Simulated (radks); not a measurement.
Initial-state core-level shifts of the silicon ion Si2+ when its valence configuration changes from [Ne] 3s2. Calculated with a radial shooting solver on a logarithmic mesh with Libxc functionals: non-relativistic Kohn-Sham, BLYP, spin-polarised, spherical densities, point nucleus; open shells are filled with parallel spins first. Shifts are changes of the shell-averaged eigenvalues in eV (positive: less bound); the change of the density at the nucleus, which sets a Mossbauer isomer shift, is in e/bohr^3, on a base of 1773.

valence          1s      2s      2p  density at nucleus
3s1.5 3p0.5  -0.631  -0.632  -0.623             -2.7862
3s1 3p1      -1.099  -1.117  -1.097             -5.6506
3p2          -2.467  -2.478  -2.440            -11.5223
3s0.5 3p1.5  -1.788  -1.802  -1.773             -8.5741
